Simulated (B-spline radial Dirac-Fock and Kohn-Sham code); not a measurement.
## The B atom: differential elastic cross section for electrons at 10 keV

These are calculated numbers from an atomic code on a B-spline grid; the model is relativistic (Dirac) partial waves in the static field of the Dirac-Fock atom with Furness-McCarthy exchange, without polarisation or absorption potentials.

```csv
θ (°),dσ/dΩ (Å²/sr)
0,8.06
1,6.40
2,3.54
3,1.67
5,0.375
7,0.114
10,0.0323
15,0.00807
20,0.00299
25,0.00135
30,0.000695
40,0.000239
50,0.000104
60,5.37e-05
70,3.11e-05
80,1.97e-05
90,1.34e-05
100,9.70e-06
110,7.40e-06
120,5.90e-06
130,4.90e-06
140,4.23e-06
150,3.78e-06
160,3.49e-06
170,3.33e-06
180,3.28e-06
```

The total elastic cross section is 0.0561 Å², the first transport cross section 0.000463 Å² and the second, weighted with (3/2) sin²θ, 0.00114 Å². The mean deflection is ⟨1 − cos θ⟩ = 0.00825, and 0.075 % of the collisions scatter beyond 90°.

Phase shifts modulo π (rad) for κ = −1 to −5: 0.644, 0.459, 0.368, 0.310, 0.268.
